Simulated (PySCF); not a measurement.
**BrF₃: calculation against measurement**

Isolated BrF₃, optimised in PySCF with density fitting and no spin–orbit coupling; def2 sets carry scalar-relativistic core potentials from Rb on. All levels below give a singlet of C2v symmetry: PBE0/def2-TZVP Br–F 1.722 Å, Br–F 1.809 Å (×2), F–Br–F 85.8° (×2), F–Br–F 171.6°; PBE/def2-TZVP Br–F 1.768 Å, Br–F 1.850 Å (×2), F–Br–F 87.3° (×2), F–Br–F 174.6°.

Counting electrons, bromine keeps 4 of its valence electrons outside its bonds, so the VSEPR class is AX3E2 and the expected shape is T-shaped (C2v), as computed.

The tabulated gas-phase entropy at 298.15 K and 1 bar is 292.31 J/(mol K) (Chase, 1998, NIST Chemistry WebBook). What do rigid-rotor harmonic-oscillator sums give?

PBE0/def2-TZVP 294.4, PBE/def2-TZVP 299.4 J/(mol K).

ΔfH°(298 K) is -255.59 kJ/mol (Chase, 1998, NIST Chemistry WebBook), and for the gaseous atoms Br 111.8, F 79.3 kJ/mol (tabulated in the package mendeleev). Compare the atomisation enthalpy with the calculations.

From the tables it is 111.8 + 3 × 79.3 − (-255.6) = 605 kJ/mol. To a computed De one adds −ZPE (-16.5), the atoms' spin–orbit lowering from NIST levels (-19.5) and the thermal terms (11.2), all taken at PBE0/def2-TZVP.
```csv
level,De (kJ/mol),ΔatH°(298 K),computed − tabulated
PBE0/def2-TZVP,619,594,-12
PBE/def2-TZVP,766,741,136
```
